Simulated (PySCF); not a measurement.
**Nuclear quadrupole coupling in `CCc1ccc(S(=O)(=O)[O-])s1`**

C6H7O3S2 (charge -1).
Structure used (PBE0-D3(BJ)/def2-SVP), in Å, numbered top down from 1:
```
atom  x, y, z in Å
C1    -2.8680    0.8085    0.1117
C2    -2.1559   -0.5278    0.3118
C3    -0.6830   -0.4732    0.0519
C4     0.0114   -1.0137   -1.0055
C5     1.4051   -0.7281   -0.9701
C6     1.7610    0.0318    0.1129
S7     3.3997    0.6352    0.5923
O8     3.8346    1.4295   -0.5699
O9     4.1767   -0.5957    0.8146
O10    3.1027    1.4133    1.8105
S11    0.3955    0.3980    1.0947
H12   -3.9492    0.7263    0.3125
H13   -2.4532    1.5759    0.7836
H14   -2.7328    1.1707   -0.9192
H15   -2.3474   -0.8899    1.3379
H16   -2.5894   -1.2851   -0.3631
H17   -0.4760   -1.6026   -1.7879
H18    2.1393   -1.0608   -1.7050
```

Field gradients from the PBE0/pcSseg-1 density (PySCF, non-relativistic), principal values in atomic units, ordered |Vxx| ≤ |Vyy| ≤ |Vzz|:

```
atom      Vxx      Vyy     Vzz
  S7  -0.2778  -0.2849  0.5627
  O8  -0.5639  -0.8903  1.4543
  O9  -0.5613  -0.8895  1.4509
 O10  -0.5565  -0.9099  1.4664
 S11  -0.4131  -1.4475  1.8606
```

**Question.** Find the asymmetry η = (Vxx − Vyy)/Vzz and the couplings χ = eQV/h (234.96 MHz × Q in barn × V in au), with Q(33S) = −0.0678 b, Q(17O) = −0.0256 b.

**Answer.** 
| atom | environment | nucleus | η | χzz (MHz) | χxx (MHz) | χyy (MHz) |
| --- | --- | --- | --- | --- | --- | --- |
| S7 | sulfonyl sulfur | 33S | 0.01 | -8.96 | 4.43 | 4.54 |
| O8 | oxygen bonded to S | 17O | 0.22 | -8.75 | 3.39 | 5.36 |
| O9 | oxygen bonded to S | 17O | 0.23 | -8.73 | 3.38 | 5.35 |
| O10 | oxygen bonded to S | 17O | 0.24 | -8.82 | 3.35 | 5.47 |
| S11 | thiophene-type sulfur | 33S | 0.56 | -29.64 | 6.58 | 23.06 |

The gradient is axial or nearly so (η below 0.05) at S7. The tensor is traceless: Vxx + Vyy + Vzz = 0.

**Question.** What is Vzz at O8 in SI units (1 au = 9.71736 × 10²¹ V/m²)?

**Answer.** 1.4543 au = 14.132 × 10²¹ V/m².

**Question.** What couplings would deuterons (Q(2H) = 0.00286 b) have in place of the hydrogens, at this geometry?

**Answer.** 
```tsv
atom	bonded to	bond length (Å)	Vzz (au)	η	χzz (kHz)
H12	C1	1.103	0.2924	0.02	196
H13	C1	1.101	0.2893	0.03	194
H14	C1	1.101	0.2917	0.02	196
H15	C2	1.105	0.2829	0.01	190
H16	C2	1.103	0.2869	0.02	193
H17	C4	1.094	0.3109	0.08	209
H18	C5	1.091	0.3120	0.07	210
```

One conformer (not necessarily the lowest) at the PBE0-D3(BJ)/def2-SVP geometry, without solvent, vibrations or thermal averaging. The pcSseg-1 basis has no diffuse functions, a weakness for an anion. The basis is small and wasn't made for field gradients, so the couplings can be 20 % off.
